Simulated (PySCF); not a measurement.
C4H6O2Si, SMILES Oc1ccoc1[SiH3].

Geometry: r2SCAN-D4/def2-SVP. This is a generated structure with no PubChem entry under its InChIKey; it may be hypothetical. The values are those of a single conformer.

These are PySCF 2.14.0 with TDDFT-PBE/def2-SVPD values and carry that method's errors.

Vertical excitations. The molecule is in vacuum. State labels are in the subgroup Cs.

Problem. Estimate the UV-visible absorptions. (The exact figures need the calculation; the answer reports its results.)

Solution. 
```csv
state,symmetry,energy (eV),λ (nm),f,main pairs
S1,A",4.86,255,0.001,HOMO→LUMO+1 100 %
S2,A',5.01,248,0.160,HOMO→LUMO 88 %
S3,A",5.51,225,0.000,HOMO→LUMO+2 99 %
S4,A",5.74,216,0.001,HOMO→LUMO+3 99 %
S5,A',5.85,212,0.118,"HOMO−1→LUMO 51 %, HOMO→LUMO+4 38 %"
S6,A",5.91,210,0.000,HOMO→LUMO+5 99 %
S7,A",5.98,207,0.001,HOMO−1→LUMO+1 99 %
S8,A",6.03,206,0.005,HOMO→LUMO+6 98 %
S9,A',6.46,192,0.101,"HOMO→LUMO+4 39 %, HOMO−1→LUMO 26 %, HOMO→LUMO+7 24 %"
S10,A",6.64,187,0.001,HOMO−1→LUMO+2 99 %
T1,A',3.59,345,0,HOMO→LUMO 97 %
T2,A",4.76,260,0,HOMO→LUMO+1 100 %
T3,A',4.78,259,0,HOMO−1→LUMO 92 %
T4,A",5.41,229,0,HOMO→LUMO+2 99 %
```
Triplets are in the Tamm–Dancoff approximation, which puts them higher than full response would, so one can lie above its singlet here.
